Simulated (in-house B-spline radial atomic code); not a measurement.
## Ionising the mercury ion Hg⁺ with different functionals

Computed with an all-electron radial atomic-structure program (B-spline basis): scalar-relativistic (spin-free X2C) Hamiltonian, Fermi nucleus of rms radius 5.4648 fm, spin-polarised at highest spin, spherical fractional occupations for the functionals, the average over the highest-spin determinants for Hartree-Fock. The ionisation energy is the difference of two self-consistent energies, [Xe] 4f14 5d10 6s1 → [Xe] 4f14 5d10, without Breit or QED terms; ε is the level of the shell that loses the electron (its least bound occupied spin orbital). There is no spin-orbit coupling in this Hamiltonian.

| method | rung | ΔSCF (eV) | -ε(6s) (eV) |
| --- | --- | --- | --- |
| Hartree-Fock | Hartree-Fock | 17.12 | 17.39 |
| HF fractional | Hartree-Fock | 17.12 | 17.39 |
| LDA VWN5 | LDA | 19.53 | 15.39 |
| LDA PW92 | LDA | 19.53 | 15.38 |
| LDA exchange-only | LDA | 18.42 | 14.37 |
| PBE | GGA | 19.15 | 15.06 |
| PBEsol | GGA | 19.19 | 15.13 |
| BLYP | GGA | 19.20 | 15.02 |
| RPBE | GGA | 19.01 | 14.95 |
| PW91 | GGA | 19.25 | 15.15 |
| BP86 | GGA | 19.31 | 15.24 |
| AM05 | GGA | 19.15 | 15.09 |
| OLYP | GGA | 18.86 | 14.79 |
| TPSS | meta-GGA | 18.90 | 14.94 |
| SCAN | meta-GGA | 19.32 | 15.51 |
| r2SCAN | meta-GGA | 19.07 | 15.38 |
| revTPSS | meta-GGA | 18.87 | 14.94 |
| PBE0 | global hybrid | 18.80 | 15.84 |
| B3LYP | global hybrid | 19.08 | 15.80 |
| TPSSh | global hybrid | 18.78 | 15.26 |
| BHandHLYP | global hybrid | 18.54 | 16.57 |
| r2SCAN0 | global hybrid | 18.82 | 16.15 |
| B97-1 | global hybrid | 18.68 | 15.50 |
| HSE06 | range-separated hybrid | 18.83 | 15.46 |
| wB97X | range-separated hybrid | 18.39 | 17.74 |
| CAM-B3LYP | range-separated hybrid | 18.94 | 17.18 |
| LC-wPBE | range-separated hybrid | 18.53 | 18.22 |

(1) Among the functionals, which spreads more, the ΔSCF values or the orbital energies?

(2) How do they compare with the NIST value?

Answers

(1) The orbital energies: ΔSCF values span about 1.14 eV and the orbital energies 3.85 eV.

(2) NIST lists 18.757 eV (measured, ground level to ground level). Errors run from -1.63 to +0.77 eV; TPSSh is closest (+0.02 eV), but part of that can be cancellation, since the calculations leave out Breit-QED terms. Hartree-Fock also lacks correlation.
